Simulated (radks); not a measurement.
Problem. All-electron atom: neutral silver in [Kr] 4d10 5s1 (the NIST ground configuration). Method: scalar-relativistic Kohn-Sham, PBEsol, spin-polarised, spherical densities, finite nucleus; open shells are filled with parallel spins first (spin-orbit coupling, left out, can overturn this in heavy ions); Fermi nuclear charge, rms radius 4.5454 fm; computed with a radial shooting solver on a logarithmic mesh with Libxc functionals. Some entries of the table are withheld. Estimate them.

| orbital | occ. | eigenvalue (eV) | <1/r> (bohr^-1) |
|---|---|---|---|
| 1s up | 1 | -25315.00 | 49.41 |
| 1s down | 1 | -25314.98 | 49.41 |
| 2s down | 1 | -3727.507 | 11.22 |
| 2s up | 1 | -3727.501 | 11.22 |
| 2p down | 3 | -3344.201 | 10.84 |
| 2p up | 3 | -3344.199 | 10.84 |
| 3s up | 1 | -683.0613 | 3.942 |
| 3s down | 1 | -683.0520 | 3.942 |
| 3p up | 3 | -557.1671 | 3.756 |
| 3p down | 3 | -557.1584 | 3.756 |
| 3d up | 5 | -358.4406 | 3.530 |
| 3d down | 5 | -358.4381 | 3.530 |
| 4s down | 1 | -94.9197 | (1) |
| 4s up | 1 | -94.9057 | (2) |
| 4p up | 3 | -58.4647 | 1.357 |
| 4p down | 3 | -58.4619 | 1.358 |
| 4d up | 5 | -7.5055 | 0.9629 |
| 4d down | 5 | -7.2983 | 0.9748 |
| 5s up | 1 | -4.7807 | 0.4112 |
| 5s down | 0 | -3.9111 | 0.4110 |
| 5p up | 0 | -0.9210 | 0.2576 |

Solution. 
(1) 4s down <1/r> (bohr^-1): 1.514
(2) 4s up <1/r> (bohr^-1): 1.514
